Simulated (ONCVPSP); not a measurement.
## Configuration tests for Sn (Z = 50) (ONCV)

tin (Sn), optimised norm-conserving Vanderbilt (ONCV), made with ONCVPSP 4.0.1 (PBE, scalar-relativistic). Core [Kr] 4d10, reference 5s2 5p1 (charge +1). Waves: 5s: rc 1.75 bohr, ncon 4, nbas 9, qcut 3 1/bohr, 2 projectors, debl 2.5 Ha; 5p: rc 2.30 bohr, ncon 3, nbas 6, qcut 3.8 1/bohr, 2 projectors, debl 0.8 Ha; d scattering state at 0.17 Ha: rc 2.40 bohr, ncon 4, nbas 7, qcut 3.9 1/bohr, 3 projectors, debl 2.9 Ha. Local part: polynomial inside 1.40 bohr (lpopt 5, dvloc0 0 Ha). Core correction: none.

Energies are relative to the spin-unpolarised reference configuration 5s2 5p1; without spin polarisation the order of configurations can differ from experiment. Not all tests gave a result: 1 of 4 tests not solved or not reliable.

```tsv
valence configuration	charge	ΔE all-electron (eV)	error AE − PS (meV)
5s2 5p2	0	-6.875	+7.9
5s2 5p0	+2	13.953	+22
5s1 5p3	0	0.103	+36
```

Levels in the configuration 5s1 5p3:

```json
{"level": "5s", "all-electron (eV)": "-11.415", "pseudo (eV)": "-11.385"}
{"level": "5p", "all-electron (eV)": "-4.317", "pseudo (eV)": "-4.331"}
```

Note: ghosts flagged at negative energy: s at -13.0 eV (a further GHOST(-) flag falls on a real empty level of the atom); GHOST(+) flagged for d at 23.4 eV, p at 40.8 eV, d at 374.2 eV. A true bound ghost makes a file unfit for plane-wave use.
